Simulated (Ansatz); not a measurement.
Mulliken charges of CH$_{4}$AlBFGaO (`[OH][Ga]1[BH][Al]([F])[CH2]1`) from PBE/def2-TZVPP in Ansatz (PBE0-D4/def2-TZVP geometry).

| atom | x (Å) | y (Å) | z (Å) | charge (e) |
| --- | --- | --- | --- | --- |
| O1 | -2.618 | -0.872 | 0.726 | -0.373 |
| Ga2 | -0.941 | -0.776 | 0.146 | 0.206 |
| B3 | 0.648 | -1.424 | -0.886 | -0.027 |
| Al4 | 1.433 | 0.451 | -1.120 | 0.455 |
| F5 | 2.429 | 1.399 | -2.029 | -0.285 |
| C6 | 0.320 | 0.847 | 0.435 | -0.419 |
| H7 | -2.849 | -0.174 | 1.343 | 0.183 |
| H8 | 1.312 | -2.134 | -0.170 | 0.041 |
| H9 | -0.420 | 1.603 | 0.122 | 0.106 |
| H10 | 0.686 | 1.080 | 1.433 | 0.112 |

Problem. By hand: the dipole of these point charges (1 e Å = 4.8032 D).

Solution. Σ q r = (0.156, -0.173, 0.082) e Å, of length 0.247 e Å = 1.19 D.

Problem. How does the dipole of the full density compare? (An estimate is asked.)

Solution. The calculation gave: (-0.106, 0.149, 0.336) e Å, 1.84 D; the point charges give 0.65 times that, at 99° from its direction.

Point charges leave out the atoms' own dipoles, such as those of lone pairs, and Mulliken's split depends on the basis, so the two needn't agree.
